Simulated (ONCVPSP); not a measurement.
**An all-electron radial function and its pseudo partner (arsenic (As))**

Columns: radius, all-electron u(r) and pseudo u(r) of the 3s shell (level -190.31 eV) of arsenic in the configuration [Ne] 3s2 3p6 3d10 4s2 4p3; PBE, scalar-relativistic, ONCV scheme, ONCVPSP 4.0.1.

```
r (bohr)  all-electron  pseudo
   0.055        0.0641  0.2241
   0.110       -0.6794  0.4415
   0.165       -0.7150  0.6455
   0.220       -0.2814  0.8298
   0.275        0.2803  0.9887
   0.330        0.7768  1.1175
   0.385        1.1352  1.2126
   0.440        1.3488  1.2721
   0.495        1.4398  1.2958
   0.550        1.4397  1.2854
   0.605        1.3785  1.2446
   0.660        1.2796  1.1784
   0.715        1.1610  1.0927
   0.770        1.0354  0.9942
   0.825        0.9110  0.8892
   0.880        0.7930  0.7832
   0.935        0.6843  0.6808
   0.990        0.5863  0.5854
   1.045        0.4994  0.4992
   1.100        0.4232  0.4231
   1.155        0.3572  0.3571
   1.210        0.3004  0.3003
   1.265        0.2519  0.2518
   1.320        0.2107  0.2106
   1.375        0.1758  0.1757
   1.430        0.1464  0.1463
```

**Question.** How many radial nodes do the two functions have?

**Answer.** The all-electron 3s function has n − l − 1 = 2; the pseudo-wave has 0, since the states of the same l below it are removed with the core.

**Question.** At about which radius was the pseudo-wave matched?

**Answer.** 1.10 bohr. The columns agree to 0.0005 from 1.04 bohr on; several derivatives are matched, so the curves merge somewhat inside the radius.

**Question.** Where does each function peak?

**Answer.** Outermost all-electron maximum near 0.49 bohr, pseudo maximum near 0.49 bohr (to the table’s step).

**Question.** Is the pseudo-wave norm-conserving?

**Answer.** Yes: the ONCV scheme keeps the norm inside the radius equal to the all-electron one, which fixes the energy derivative of the logarithmic derivative at the level.
